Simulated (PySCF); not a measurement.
## XPS shifts beside NMR shieldings

Compound: C3HN3S.
Numbering: `[N:1]#[C:2][c:3]1[cH:4][n:5][n:6][s:7]1`

Geometry (GFN2-xTB, Å), atoms numbered from 1 in this order:
```
atom  x, y, z in Å
N1     2.067    0.263    2.071
C2     1.231    0.079    1.309
C3     0.214   -0.144    0.380
C4    -0.154    0.629   -0.711
N5    -1.179    0.110   -1.387
N6    -1.627   -0.971   -0.926
S7    -0.843   -1.508    0.419
H8     0.301    1.550   -1.024
```

Binding energies: delta-SCF UKS SCAN, pcX-2 on the ionised atom, pcseg-1 elsewhere, spin-free X2C in PySCF. Shieldings: GIAO PBE0/pcSseg-1, non-relativistic, same geometry.

| atom | C 1s (eV) |
| --- | --- |
| C2 | 292.95 |
| C3 | 293.21 |
| C4 | 292.55 |

Q: What are the absolute isotropic shieldings of these atoms?

A: 
```json
{"atom": "C4", "environment": "aromatic CH next to a ring nitrogen", "C 1s (eV)": "292.55", "isotropic shielding (ppm)": "34.3"}
{"atom": "C2", "environment": "nitrile carbon", "C 1s (eV)": "292.95", "isotropic shielding (ppm)": "71.7"}
{"atom": "C3", "environment": "substituted aromatic carbon", "C 1s (eV)": "293.21", "isotropic shielding (ppm)": "49.9"}
```

Q: Among the listed atoms, is the one with the highest binding energy also the least shielded?

A: No. The highest binding energy is at C3 (293.21 eV, shielding 49.9 ppm), the lowest shielding at C4 (34.3 ppm, 292.55 eV).

By binding energy: C4 < C2 < C3. By shielding: C4 < C3 < C2.

Geometry: GFN2-xTB; no solvent, vibrations or thermal averaging.
